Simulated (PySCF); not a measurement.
**Does the structure fit the spectrum?**

A compound C$_{9}$H$_{10}$O$_{2}$ gives the data below (simulated from a calculation) and was assigned the structure `COC(=O)c1ccc(C)cc1`.

$^{13}$C{$^{1}$H} NMR (computed): δ 172.1 (C), 168.2 (C), 143.0 (CH), 138.9 (CH), 138.7 (CH), 130.4 (CH2), 119.9 (CH), 57.4 (CH), 22.4 (CH3).

$^{1}$H NMR (600 MHz, computed): δ 6.55 (dt, J = 6.8, 2.5 Hz, 1H), 6.15 (ddd, J = 6.8, 2.3, 1.2 Hz, 1H), 5.94 (dt, J = 2.9, 1.4 Hz, 1H), 5.66 (m, 1H), 5.66 (m, 1H), 5.26 (m, 1H), 4.86 (dtd, J = 11.3, 2.3, 1.5 Hz, 1H), 2.07 (s, 3H).

Rapidly exchanging positions averaged, single conformer, in vacuum, relativity neglected. PBE0-D3(BJ)/def2-SVP structure; J: B3LYP/pcJ-1 (without the spin–dipole term); shieldings: GIAO PBE0/pcSseg-1; PySCF 2.14.0 with density-fitted response routines.

References, each an isolated molecule treated in the same way: $^{1}$H (σ = 31.27 ppm) and $^{13}$C (σ = 184.41 ppm) vs TMS.

(1) Compare with the shifts computed for the proposed structure, pairing carbons in order of shift.

(2) Which isomer fits?

## Answers

(1) Atoms are numbered as in `[CH3:1][O:2][C:3](=[O:4])[c:5]1[cH:6][cH:7][c:8]([CH3:9])[cH:10][cH:11]1`. Each H is labelled by its parent atom.

```
atom  computed for proposal  given list  difference
  C3                  169.9       172.1        -2.2
  C8                  148.8       168.2       -19.4
  C6                  136.4       143.0        -6.6
 C11                  136.4       138.9        -2.5
  C7                  133.8       138.7        -4.9
 C10                  133.8       130.4        +3.4
  C5                  131.1       119.9       +11.2
  C1                   52.1        57.4        -5.3
  C9                   23.6        22.4        +1.2
```

The rms difference is 8.3 ppm and the largest -19.4 ppm at C8 (substituted aromatic carbon). The proposal also would give 7 carbon signals, not 9. The carbon types in order of shift don't match either: C, C, CH, CH, CH, CH, C, CH3, CH3 for the proposal against C, C, CH, CH, CH, CH2, CH, CH, CH3 in the data. The proposal doesn't fit.

(2) `C(=C)[C@@H]1C=CC=C1OC(C)=O`.

1. Carbon types of the structure: 2 × C, 5 × CH, 1 × CH2, 1 × CH3, which accounts for all hydrogens.
2. δC 172.1: ester carbonyl carbon; lone-pair donation from the attached heteroatom keeps it upfield of a ketone carbonyl.
3. δC 168.2: alkene carbon bearing oxygen; an sp2 carbon further deshielded by the attached heteroatom.
4. δC 143.0, 138.9, 138.7: alkene CH; as expected for a trigonal carbon in a double bond.
5. δC 130.4: terminal =CH2 carbon; as expected for a trigonal carbon in a double bond.
6. The protons at 6.15 and 6.55 share a coupling of 6.8 Hz (vicinal, cis across C=C).

The shifts were computed for this structure. Such data don't tell enantiomers apart.

Splittings below 1 Hz are ignored in the labels, and close J values are merged. Unscaled 3J(H,H) at this level run about 10 % above measured values. Shifts are as computed. Against solution values, carbons near 30 ppm lie about +2 ppm off and those near 130 ppm about +5 ppm (rms about the fit 1.9 ppm; single classes can miss by 10 ppm). Of 1328 compounds with measured shifts, 309 miss one by over three times the rms of a fit or turn the order of signals round; such compounds aren't used in these exercises. Signals without a measured value on file couldn't be tested in this way; 1H shifts scatter by 0.2 ppm about their fit, and single ones miss by 0.5 ppm. Couplings across =CH–CH2 type bonds come from one rotamer and its mirror image, and can be 1–2 Hz further off. 3J across rotatable bonds or in flexible rings reflects this conformer alone.
